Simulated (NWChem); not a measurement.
System: InH$_{2}$S$_{2}$Cl; SMILES [In]([SH])([SH])[Cl]

NWChem printed, in part:

```
             Northwest Computational Chemistry Package (NWChem) 7.3.0
             --------------------------------------------------------

 C2V symmetry detected

                             Geometry "geometry" -> ""
                             -------------------------

 Output coordinates in angstroms (scale by  1.889725989 to convert to a.u.)

  No.       Tag          Charge          X              Y              Z
 ---- ---------------- ---------- -------------- -------------- --------------
    1 In                  49.0000     0.00000000     0.00000000    -0.00674826
    2 Cl                  17.0000     0.00000000     0.00000000     2.33349774
    3 S                   16.0000    -2.13568945     0.00000000    -1.08408626
    4 H                    1.0000    -1.59558968     0.00000000    -2.32401826
    5 S                   16.0000     2.13568945     0.00000000    -1.08408626
    6 H                    1.0000     1.59558968     0.00000000    -2.32401826

 Effective nuclear repulsion energy (a.u.)     677.4666177802

      Symmetry information
      --------------------

 Group name             C2v
 Group number             16
 Group order               4
 No. of unique centers     4

 Summary of "ao basis" -> "ao basis" (spherical)
 ------------------------------------------------------------------------------
       Tag                 Description            Shells   Functions and Types
 ---------------- ------------------------------  ------  ---------------------
 In                         def2-svp                10       26   4s4p2d
 Cl                         def2-svp                 8       18   4s3p1d
 S                          def2-svp                 8       18   4s3p1d
 H                          def2-svp                 3        5   2s1p

      Symmetry analysis of basis
      --------------------------

        a1         38
        a2          9
        b1         27
        b2         16

            General Information
            -------------------
          SCF calculation type: DFT
          Wavefunction type:  closed shell.
          No. of atoms     :     6
          No. of electrons :    72
           Alpha electrons :    36
            Beta electrons :    36
          Charge           :     0
          Spin multiplicity:     1
          Use of symmetry is: on ; symmetry adaption is: on
          Maximum number of iterations: 150
          AO basis - number of functions:    90
                     number of shells:    40
          Convergence on energy requested:  1.00D-06
          Convergence on density requested:  1.00D-05
          Convergence on gradient requested:  5.00D-04

              XC Information
              --------------
          PerdewBurkeErnzerhof Exchange Functional  1.000
            Perdew 1991 LDA Correlation Functional  1.000 local
           PerdewBurkeErnz. Correlation Functional  1.000 non-local

             Grid Information
             ----------------
          Grid used for XC integration:  medium
          Radial quadrature: Mura-Knowles
          Angular quadrature: Lebedev.
          Tag              B.-S. Rad. Rad. Pts. Rad. Cut. Ang. Pts.
          ---              ---------- --------- --------- ---------
          In                  1.55      123           9.0       590
          Cl                  1.00       88          12.0       590
          S                   1.00       88          11.0       590
          H                   0.35       45          11.0       434
          Grid pruning is: on
          Number of quadrature shells:   344
          Spatial weights used:  Erf1

      Superposition of Atomic Density Guess
      -------------------------------------

 Sum of atomic energies:       -1473.06701601

      Non-variational initial energy
      ------------------------------

 Total energy =   -1444.802930
 1-e energy   =   -2790.172766
 2-e energy   =     984.286782
 HOMO         =      -0.316444
 LUMO         =      -0.047367

      Symmetry analysis of molecular orbitals - initial
      -------------------------------------------------

  Numbering of irreducible representations:

     1 a1          2 a2          3 b1          4 b2

  Orbital symmetries:

     1 a1          2 b1          3 a1          4 a1          5 a1
     6 b1          7 a1          8 b1          9 b2         10 a1
    11 b1         12 a1         13 b1         14 b2         15 a2
    16 a1         17 b1         18 a1         19 b2         20 a1
    21 a1         22 b1         23 a2         24 b2         25 a1
    26 a1         27 b1         28 a1         29 b1         30 a1
    31 b2         32 b1         33 a1         34 b1         35 b2
    36 a2         37 a1         38 b2         39 a1         40 b1
    41 a1         42 b1         43 a1         44 b2         45 b1
    46 a1

     ---------------------------------------------
      Total Density - Mulliken Population Analysis
     ---------------------------------------------

    Atom       Charge   Shell Charges
 -----------   ------   -------------------------------------------------------
    1 In  21    19.78   2.59 -0.60  0.68  0.26  3.23  2.76  0.56  0.19  9.70  0.40
    2 Cl  17    17.57   2.00  1.99  1.23  0.73  5.94  2.19  3.48  0.01
    3 S   16    16.53   2.00  1.99  1.21  0.64  5.94  1.80  2.93  0.02
    4 H    1     0.79   0.58  0.19  0.03
    5 S   16    16.53   2.00  1.99  1.21  0.64  5.94  1.80  2.93  0.02
    6 H    1     0.79   0.58  0.19  0.03

[...]
```

Level: PBE/def2-SVP with def2 effective core potentials on In. The geometry was optimised at PBE0/def2-SVP. def2 effective core potentials on In; no spin-orbit coupling.

Problem. Write an input that gives this output.

Solution. This is not unique; one that fits is the input that was run:
```
start job
memory heap 200 mb stack 900 mb global 1100 mb
geometry units angstroms noautoz
  In     0.000000     0.000000    -0.029424
  Cl     0.000000     0.000000     2.310822
  S     -2.135265    -0.042577    -1.106762
  H     -1.595320    -0.029428    -2.346694
  S      2.135265     0.042577    -1.106762
  H      1.595320     0.029428    -2.346694
end
basis spherical
  * library def2-svp
end
ecp
  In library def2-ecp
end
dft
  xc xpbe96 cpbe96
  iterations 150
  mulliken
end
task dft energy
```
